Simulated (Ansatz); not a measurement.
`Cl[SiH2][ZnH]` + `N[SiH](O)O` → `O[SiH](O)N[SiH2]Cl` + `[ZnH2]`  (cleavage of the Si–Zn bond)

Computed with Ansatz on PBE0-D4/def2-TZVP structures; ΔE is electronic, products minus reactants. CBS: MP2 limit from def2 TZ/QZ plus the TZ coupled-cluster correction, frozen cores. This one scheme is used for every species. DFT in def2-TZVPP. B3LYP here is the variant with VWN-RPA as its local correlation; programs differ in this. For Zn outer-core shells are correlated without core-valence functions, which leaves a few kJ/mol of doubt a bond. Scalar relativity is left out up to krypton. Each species was taken in one conformer, which may not be the lowest.

| level | ΔE (kJ/mol) |
| --- | --- |
| r2SCAN-D4 | -53.8 |
| PBE0-D4 | -45.7 |
| B3LYP-D4 | -55.4 |
| B2PLYP | -51.7 |
| PBE0 | -38.5 |
| B3LYP | -42.7 |
| MP2/CBS(def2) | -58.7 |
| CCSD/CBS(def2) | -52.0 |

**Question.** What does CCSD(T)/CBS give? (Estimate.)

**Answer.** Ansatz gave: -53.1 kJ/mol. The listed levels differ from it by -0.7, 7.4, -2.3, 1.4, 14.6, 10.4, -5.6, 1.1 kJ/mol.

Largest T1 diagnostic among the species: 0.016.

The D4 term adds −12.7 kJ/mol with B3LYP and −7.2 kJ/mol with PBE0; it sums over pairs of atoms, weighted by their polarisabilities, and B3LYP, whose exchange is more repulsive, gets the larger term. From PBE to PBE0 (25 % exact exchange), in def2-TZVPP and without D4, ΔE moves by −5.6 kJ/mol.
